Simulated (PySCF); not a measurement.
## LiBi: from constants to spectrum

UHF-CCSD(T) constants of LiBi, ³Σ⁻ (triplet), unpaired electrons π ↑↑ (Li def2-SVP, Bi def2-SVP with ECP60; scalar-relativistic core potentials (PySCF 2.14); masses 7.0160 and 208.9804 u):

- ωe: 347.4 cm⁻¹
- ωexe: 2.37 cm⁻¹
- Be: 0.32906 cm⁻¹
- αe: 0.00344 cm⁻¹
- De to Li + Bi: 1.01 eV

(1) What force constant and bond length do these constants imply?

(2) Estimate the centrifugal constant D from the Kratzer relation and find the Dunham coefficient a1.

Correlated steps freeze 4 core orbitals. Correlated levels converge slowly with the basis: in double zeta they bind strong bonds too weakly, by up to about 1 eV, and carry superposition errors of some tenths. These are scalar-relativistic numbers at best; spin–orbit coupling would shift them, the dissociation energy most. The state is the lowest determinant that a PBE0 search found; another state may lie lower at other levels.

Answers

(1) Reduced mass μred = 6.7881 u; k = 5.8918×10⁻⁷·μred·ωe² (u, cm⁻¹, mdyn/Å) = 0.483 mdyn/Å; Re = √(16.8576/(μred·Be)) (u, cm⁻¹, Å) = 2.747 Å.

(2) D = 4Be³/ωe² = 1.18e-06 cm⁻¹; a1 = −1 − αeωe/(6Be²) = -2.84.
